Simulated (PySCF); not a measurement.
Spectrum to structure. Theory: TDDFT CAM-B3LYP/def2-SVPD, vertical, gas phase, core orbitals frozen in the response in PySCF 2.14.0, density-fitted response routines. Geometries: GFN2-xTB, one conformer each.

| state | ν̃ (cm⁻¹) | f | main configurations (H = HOMO, L = LUMO) |
| --- | --- | --- | --- |
| S1 | 49430 | 0.204 | H→L (95%) |
| S2 | 52740 | 0.0011 | H→L+2 (22%), H→L+3 (20%), H→L+4 (20%) |
| S3 | 54520 | 0.101 | H→L+1 (48%), H→L+2 (25%), H-1→L (8%) |
| S4 | 55950 | 0.025 | H-1→L (53%), H→L+1 (16%), H-2→L (10%) |
| S5 | 57210 | 0.0078 | H→L+5 (29%), H→L+2 (16%), H→L+7 (13%) |
| S6 | 58280 | 0.0035 | H→L+4 (32%), H→L+7 (27%), H→L+5 (23%) |
| S7 | 58410 | 0.0055 | H-1→L+1 (30%), H-2→L (22%), H-2→L+1 (22%) |
| S8 | 59830 | 0.019 | H→L+4 (34%), H→L+5 (17%), H→L+2 (12%) |

Question: Which structure fits? All have the formula C4H9NOSi2.
A. `c1c(cc([SiH3])o1)N[SiH3]`
B. `O=CC#CCN([SiH3])[SiH3]`
C. `CO[SiH2][C@@H]1[SiH2][C@H]1C#N`
D. `[H]/N=C\C(C=O)=C/[SiH2][SiH3]`
E. `CC(=O)C#C[Si@H](N)[SiH3]`

Answer: C. Its S1, at 6.13 eV, is the highest among the candidates; the nearest of the others has S1 at 5.15 eV. S1 is HOMO→LUMO (95%). Löwdin shares by element: HOMO carbon 40% or more, silicon 22% or more, nitrogen 14% (atoms not listed hold the other 24%); LUMO silicon 39% or more, hydrogen 21% or more, carbon 10% or more (atoms not listed hold the other 30%). At the same level the other candidates give, for their lowest levels:
- `CC(=O)C#C[Si@H](N)[SiH3]`: 3.99 eV (f 0.000); 4.79 eV (f 0.001); 5.44 eV (f 0.165); 5.89 eV (f 0.010); 6.20 eV (f 0.006); T1 3.45 eV; HOMO -9.17, LUMO -0.84 eV
- `[SiH3]Nc1coc([SiH3])c1`: 5.15 eV (f 0.115); 5.18 eV (f 0.014); 5.91 eV (f 0.005); 6.28 eV (f 0.000); 6.34 eV (f 0.059); T1 3.49 eV; HOMO -7.10, LUMO 0.83 eV
- `O=CC#CCN([SiH3])[SiH3]`: 3.91 eV (f 0.000); 4.79 eV (f 0.000); 5.66 eV (f 0.139); 5.73 eV (f 0.034); 6.19 eV (f 0.016); T1 3.32 eV; HOMO -8.85, LUMO -0.87 eV
- `[H]/N=C\C(C=O)=C/[SiH2][SiH3]`: 3.36 eV (f 0.000); 4.26 eV (f 0.003); 5.18 eV (f 0.402); 5.42 eV (f 0.001); 5.88 eV (f 0.035); T1 2.95 eV; HOMO -8.66, LUMO -1.67 eV

Conformer computed: `[CH3:1][O:2][SiH2:3][C@@H:4]1[SiH2:5][C@H:6]1[C:7]#[N:8]`: C1–O2–Si3–C4 -179°, O2–Si3–C4–Si5 27°.
Triplets come from the Tamm–Dancoff approximation.
